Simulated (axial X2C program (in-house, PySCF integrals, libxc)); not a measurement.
Potential curves of TcSe, two-component

Calculated with an in-house all-electron X2C program for linear molecules (integrals from PySCF). Two-component (2c) means X2C with spin–orbit coupling and atomic mean-field two-electron Coulomb and Gaunt terms. Basis: Tc dyall-cv3z [12s12p8d5f3g], Se dyall-cv3z [8s9p6d4f1g] (cores contracted in-house); Gaussian nuclei, density fitting, unrestricted open shells. Masses: Tc 98.907 u, Se 79.917 u.

State: Ω = 5/2 (⟨Sz⟩ = 2.50, ⟨Lz⟩ = 0.00 at PBE0). Energies in eV from the fragments at the same level (Tc + Se). Fits are polynomials in 1 − R0/R over 0.85 to 1.23 times the lowest point R0.

```
 R (Å)     PBE0      PBE
1.9636  -2.6808  -3.0750
2.0539  -3.4298  -3.8433
2.1216  -3.7443  -4.1729
2.1893  -3.9016  -4.3460
2.2570  -3.9398  -4.4006
2.3360  -3.8732  -4.3538
2.4150  -3.7213  -4.2221
2.5166  -3.4449  -3.9713
2.6407  -3.0403  -3.5949
2.8213  -2.4242  -3.0011
```

The state is one determinant whose occupation by symmetry is held fixed; it was picked as the lowest of a PBE0 search that is not exhaustive. De is counted from the lowest determinant-based energies of the atoms at the same level, without counterpoise correction. Density functionals use the spin component along the axis (collinear). Without a current term, density functionals place determinants with orbital angular momentum somewhat too high. With several unpaired electrons one determinant need not be a pure state. This is the top spin component of a Σ state; components of lower Ω are not single determinants and can lie lower. The determinant is spin-polarised beyond a pure state at some levels (its spin-free form has ⟨S²⟩ too high), which makes Re and μ there less reliable.

Fit the PBE0 curve near its minimum: give the equilibrium distance, the harmonic wavenumber and the well depth.

At PBE0, 2c: Re = 2.249 Å, ωe ≈ 351 cm⁻¹, De = 3.94 eV to Tc + Se; Be follows as 0.0754 cm⁻¹.

What are Re, ωe and De at the PBE level?

At PBE, 2c: Re = 2.262 Å, ωe ≈ 341 cm⁻¹, De = 4.40 eV to Tc + Se; Be follows as 0.0746 cm⁻¹.
